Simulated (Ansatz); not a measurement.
Geometry optimisation, Ansatz 0.2.0, RKS PBE0-D4/def2-SVP.

The input (input.yaml):

```yaml
crystal:
  periodic: [false, false, false]
  atoms:
    - { symbol: B, position_ang: [0.028328, 0.543007, -0.315604] }
    - { symbol: H, position_ang: [0.036277, -0.295535, 1.926021] }
    - { symbol: F, position_ang: [1.157204, -0.072722, -0.535576] }
    - { symbol: H, position_ang: [-1.035843, 0.003963, -0.458623] }
    - { symbol: Br, position_ang: [0.089498, 2.485588, 0.142474] }
    - { symbol: H, position_ang: [-0.016963, 0.420398, 1.965509] }
basis:
  gaussian: { orbitals: def2-SVP }
hamiltonian:
  xc: pbe0
  dispersion: d4
relax:
  f_tol: 0.03
  max_steps: 50
```

Launched with:

```bash
$ ansatz run input.yaml --threads 1 --pin off --max-ram 2048MiB --backend cpu --events-out ev --progress --plain --runs-dir out
```

**Question.** Where does it end, and by what steps?

**Answer.** It converged. After 6 steps the energy has fallen by 0.180 eV; H6 moved furthest, 0.49 Å.

```tsv
step	energy less start (eV)	largest force component (eV/Å)	accepted
0	0.0000	1.801	yes
1	-0.1431	0.543	yes
2	-0.1412	0.806	no
3	-0.1629	0.220	yes
4	-0.1744	0.175	yes
5	-0.1796	0.081	yes
6	-0.1801	0.022	yes
```

```xyz
6
Properties=species:S:1:pos:R:3
B 0.044 0.669 -0.548
H 0.030 -0.496 2.369
F 1.165 0.031 -0.772
H -1.009 0.091 -0.598
Br 0.105 2.533 -0.152
H -0.075 0.256 2.425
```

Whether the end is a true minimum wasn't checked by a vibrational analysis.

The run took 20 s on 1 thread of Arm Neoverse V1 (shared host), peak memory 0.14 GiB.
